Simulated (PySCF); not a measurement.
# SbBr⁺: frontier orbitals

UHF at R = 2.387 Å; basis Sb def2-TZVPPD with ECP28, Br def2-TZVPPD; scalar-relativistic core potentials; PySCF 2.14. State: ²Π (doublet), unpaired electrons π ↑. Only the outer orbitals are listed, counted within each symmetry, core potentials removing the inner ones.

```json
{"spin": "α", "orbital": "10σ", "occ.": "1", "ε (eV)": "-33.80", "on Sb (%)": "10", "main shells (%)": "88 Br s"}
{"spin": "α", "orbital": "11σ", "occ.": "1", "ε (eV)": "-25.66", "on Sb (%)": "81", "main shells (%)": "80 Sb s, 10 Br p, 9 Br s"}
{"spin": "α", "orbital": "6π", "occ.": "1", "ε (eV)": "-18.48", "on Sb (%)": "26", "main shells (%)": "73 Br p, 25 Sb p"}
{"spin": "α", "orbital": "12σ", "occ.": "1", "ε (eV)": "-18.39", "on Sb (%)": "44", "main shells (%)": "54 Br p, 32 Sb p, 10 Sb s"}
{"spin": "α", "orbital": "6π", "occ.": "1", "ε (eV)": "-17.64", "on Sb (%)": "11", "main shells (%)": "88 Br p, 9 Sb p"}
{"spin": "α", "orbital": "7π", "occ.": "1", "ε (eV)": "-15.20", "on Sb (%)": "76", "main shells (%)": "75 Sb p, 25 Br p"}
{"spin": "α", "orbital": "7π", "occ.": "0", "ε (eV)": "-7.51", "on Sb (%)": "91", "main shells (%)": "90 Sb p, 9 Br p"}
{"spin": "α", "orbital": "13σ", "occ.": "0", "ε (eV)": "-4.19", "on Sb (%)": "77", "main shells (%)": "63 Sb p, 22 Br p, 11 Sb d"}
{"spin": "β", "orbital": "10σ", "occ.": "1", "ε (eV)": "-33.63", "on Sb (%)": "8", "main shells (%)": "91 Br s"}
{"spin": "β", "orbital": "11σ", "occ.": "1", "ε (eV)": "-23.88", "on Sb (%)": "75", "main shells (%)": "74 Sb s, 17 Br p"}
{"spin": "β", "orbital": "12σ", "occ.": "1", "ε (eV)": "-18.02", "on Sb (%)": "50", "main shells (%)": "49 Br p, 31 Sb p, 17 Sb s"}
{"spin": "β", "orbital": "6π", "occ.": "1", "ε (eV)": "-17.73", "on Sb (%)": "9", "main shells (%)": "90 Br p"}
{"spin": "β", "orbital": "6π", "occ.": "1", "ε (eV)": "-17.50", "on Sb (%)": "7", "main shells (%)": "93 Br p"}
{"spin": "β", "orbital": "7π", "occ.": "0", "ε (eV)": "-7.07", "on Sb (%)": "92", "main shells (%)": "92 Sb p"}
{"spin": "β", "orbital": "7π", "occ.": "0", "ε (eV)": "-5.85", "on Sb (%)": "93", "main shells (%)": "92 Sb p"}
{"spin": "β", "orbital": "13σ", "occ.": "0", "ε (eV)": "-3.84", "on Sb (%)": "74", "main shells (%)": "57 Sb p, 20 Br p, 13 Sb d"}
```

Question: Which are the highest filled and the lowest empty level, where do they sit, and how wide is the gap?

Answer: Highest filled α 7π at -15.20 eV (in %: 75 Sb p, 25 Br p); lowest empty α 7π at -7.51 eV (in %: 90 Sb p, 9 Br p); the gap at UHF is 7.69 eV. Both belong to one degenerate shell, split only by its one-sided filling, so this is no excitation gap.

- bond order (Mayer): 1.26
- ⟨S²⟩: 0.764
- charge on Sb (Mulliken, basis-dependent): 1.05
- charge on Sb (Löwdin, basis-dependent): 0.95
- dipole moment (positive dipole points towards Br; it is taken about the centre of mass and depends on that origin): -3.36 D
- polarisability along the bond: 69.1 bohr³
- polarisability across the bond: 38.1 bohr³

Spin–orbit coupling is left out. The state is the lowest determinant that a PBE0 search found; another state may lie lower at other levels.
